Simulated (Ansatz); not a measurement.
Relaxation of BCl₂H₄N₂ (9 atoms, charge 0, multiplicity 2), to a largest force component of 0.03 eV/Å in at most 50 steps.

All numbers below come from UKS PBE0-D4/def2-SVP in Ansatz 0.2.0.

```xyz
9
Properties=species:S:1:pos:R:3:forces:R:3
B 0.188 0.313 -0.021 0.15 0.34 0.34
Cl 0.470 1.389 1.448 -0.22 -0.57 -0.24
N 1.292 0.107 -0.866 -0.08 0.00 0.07
H 1.253 -0.463 -1.700 0.00 0.01 0.01
H 2.199 0.508 -0.676 -0.01 0.01 0.00
N -1.107 -0.187 -0.199 -0.06 0.02 0.16
H -1.803 -0.102 0.532 0.10 -0.03 -0.10
H -1.352 -0.832 -0.936 -0.02 -0.03 -0.03
Cl -1.140 -0.735 3.268 0.15 0.24 -0.21
```

Question: Where does it end, and by what steps?

Answer: The forces met the threshold. After 13 steps the energy has fallen by 0.203 eV; Cl9 moved furthest, 0.96 Å.

| step | energy less start (eV) | largest force component (eV/Å) | accepted |
| --- | --- | --- | --- |
| 0 | 0.0000 | 0.570 | yes |
| 1 | -0.0539 | 0.381 | yes |
| 2 | -0.1505 | 0.177 | yes |
| 3 | -0.1443 | 0.345 | no |
| 4 | -0.1629 | 0.129 | yes |
| 5 | -0.1701 | 0.079 | yes |
| 6 | -0.1812 | 0.052 | yes |
| 7 | -0.1905 | 0.103 | yes |
| 8 | -0.1943 | 0.178 | yes |
| 9 | -0.1984 | 0.113 | yes |
| 10 | -0.2014 | 0.103 | yes |
| 11 | -0.2022 | 0.044 | yes |
| 12 | -0.2025 | 0.031 | yes |
| 13 | -0.2026 | 0.014 | yes |

```xyz
9
Properties=species:S:1:pos:R:3
B 0.273 0.094 0.048
Cl 0.742 0.664 1.719
N 1.262 0.235 -0.939
H 1.121 -0.047 -1.898
H 2.173 0.624 -0.748
N -1.011 -0.429 -0.103
H -1.644 -0.482 0.688
H -1.376 -0.775 -0.978
Cl -1.539 0.116 3.061
```

Whether the end is a true minimum wasn't checked by a vibrational analysis.

Run time: 25 s on 4 threads of Intel(R) Xeon(R) Platinum 8488C (Sapphire Rapids) (shared host), peak memory 0.33 GiB.
